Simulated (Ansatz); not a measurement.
Ideal-gas functions of `FC1C=N[SiH2]1` at 800 K and 1 bar, from an Ansatz frequency run at PBE0-D4/def2-TZVP.

Molar mass 89.14 g/mol, point group C1 (symmetry number 1), electronic degeneracy 1, moments of inertia 68.377, 136.988, 187.208 u Å². Harmonic wavenumbers (cm⁻¹, unscaled): 177, 273, 399, 555, 588, 649, 701, 785, 824, 903, 961, 1036, 1127, 1139, 1299, 1347, 1624, 2223, 2254, 3061, 3070.

Use S(trans) = R[1.5 ln M + 2.5 ln T − 1.1517]; rotational temperatures θ = 24.2544 K / I; S(rot) = R[ln(√π/σ · √(T³/θAθBθC)) + 1.5]; for each mode x = 1.438777 ν̃/T, S = R[x/(eˣ − 1) − ln(1 − e⁻ˣ)] and H = RT x/(eˣ − 1); 1 cm⁻¹ = 0.0119627 kJ/mol; R = 8.31446 J/(mol·K).

Q: By hand: the entropy, in J/(mol·K).

A: Translation 185.4. Rotation: θ = 0.3547, 0.1771, 0.1296 K, giving 120.6. Vibration, mode by mode: 17.87, 14.31, 11.25, 8.67, 8.23, 7.49, 6.92, 6.10, 5.77, 5.14, 4.73, 4.25, 3.73, 3.67, 2.92, 2.73, 1.84, 0.78, 0.74, 0.22, 0.22, in all 117.6. Electronic 0.0. Sum 423.6 J/(mol·K).

Q: By hand: H − E and G − E in kJ/mol, counted from the electronic energy.

A: Zero-point energy ½ × 24995 × 0.0119627 = 149.5; thermal vibration 52.8; translation, rotation and pV give 4 RT = 26.6. H − E = 228.9 kJ/mol, and G − E = 228.9 − 800 × 423.6/1000 = -110.0 kJ/mol.

Vibration gives 28 % of the entropy. The sum counts one conformer and one mirror image; others add a mixing term.
